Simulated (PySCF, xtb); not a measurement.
Ge(Cl)2 anion (Cl2Ge), SMILES [Cl][Ge][Cl] (connectivity only; charge and spin as stated), charge -1, multiplicity 2.

Harmonic wavenumbers (cm⁻¹) from GFN2-xTB (xtb) at its own minimum, in rising order: 82, 210, 273.

### Question
What does r2SCAN-D4/def2-SVPD in PySCF give at its own minimum? (An estimate is asked for; the answer gives what the named calculation found.)

### Answer
116, 270, 303. Paired by order, the mean absolute difference is 42 cm⁻¹ and the zero-point energies are 0.8 and 1.0 kcal/mol.
